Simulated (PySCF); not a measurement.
Isomers of C3H12BPSi, one conformer each. Method: core-valence-separated Tamm–Dancoff BHandHLYP/aug-pcX-1 (pcseg-1 on H, def2-SVPD on P, def2-SVPD on Si) in PySCF, non-relativistic, gas phase, PBE0-D3(BJ)/def2-SVP geometry. The energies are unshifted.

P. `CC[C@H]([SiH3])BP`
Q. `CCCBP[SiH3]`

Main lines, eV (oscillator strength):
1. C K: 284.8 (0.008), 284.9 (0.004), 285.0 (0.015), 285.4 (0.011), 285.5 (0.015); B K: 185.9 (0.087), 191.3 (0.011), 191.4 (0.016), 191.6 (0.010)
2. C K: 283.4 (0.005), 284.9 (0.009), 285.1 (0.007), 285.1 (0.017), 285.4 (0.009); B K: 185.9 (0.085), 191.3 (0.014), 191.6 (0.009)
Listed: the first five lines at most of each edge with a tenth or more of its strongest line's intensity; roots within 0.03 eV on the same or equivalent atoms are summed. Only the lowest roots were sought, and the top ones are left out.

Q: Which spectrum belongs to which isomer?

A: 1 = Q, 2 = P.
- P: first C line listed at 283.4 eV, hole on the sp3 carbon bound to silicon; first B line listed at 185.9 eV, hole on the three-coordinate boron.
- Q: first C line listed at 284.8 eV, hole on the methyl carbon; first B line listed at 185.9 eV, hole on the three-coordinate boron.

Q: What are the ground-state energies of the isomers at BHandHLYP/aug-pcX-1 (pcseg-1 on H, def2-SVPD on P, def2-SVPD on Si), relative to the lowest?

A: P 26.1, Q 0.0 kJ/mol (electronic energies on these geometries, no dispersion or zero-point terms).
